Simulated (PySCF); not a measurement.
# Ionisation energy of Tl⁶²⁺ by level of theory

Tl⁶²⁺ [Ar] 3d1 (2D) → Tl⁶³⁺ [Ar] (1S), as a difference of total energies. Computed with PySCF 2.14 in an uncontracted even-tempered set (17 s from 17 bohr⁻², ratio 2.5; 12 p from 23 bohr⁻², ratio 2.5; 7 d from 23 bohr⁻², ratio 2.5; 4 f from 79 bohr⁻², ratio 2.7; 3 g from 120 bohr⁻², ratio 2.7), with the spin-free X2C one-electron Hamiltonian (Gaussian nucleus). Correlated levels: outer shells: [Ne] frozen; virtual orbitals above 40 to 60 times the deepest correlated orbital energy dropped. The calculations carry no spin-orbit coupling.

```csv
method,ionisation energy (eV)
UHF,6646.8
LDA,6646.8
r2SCAN,6649.8
M06,6645.3
B97-3,6648.5
MP2 (outer shells),6646.5
SCS-MP2 (outer shells),6646.4
```

Problem. Estimate what PBE gives.

Solution. 6648.8 eV, closest to B97-3 among the rows shown.

Problem. Estimate what PBE0 gives.

Solution. 6648.7 eV, closest to B97-3 among the rows shown.

A first-order spin-orbit estimate (lowest level to lowest level, LS coupling) adds 70.252 eV.

Breit and QED terms and the two-electron picture change are absent.

First order in ζ underestimates the shift of j = l − 1/2 levels at high Z.

For comparison: 6714 ± 15 eV (theoretical estimate listed by NIST; NIST Atomic Spectra Database, ionization energies).
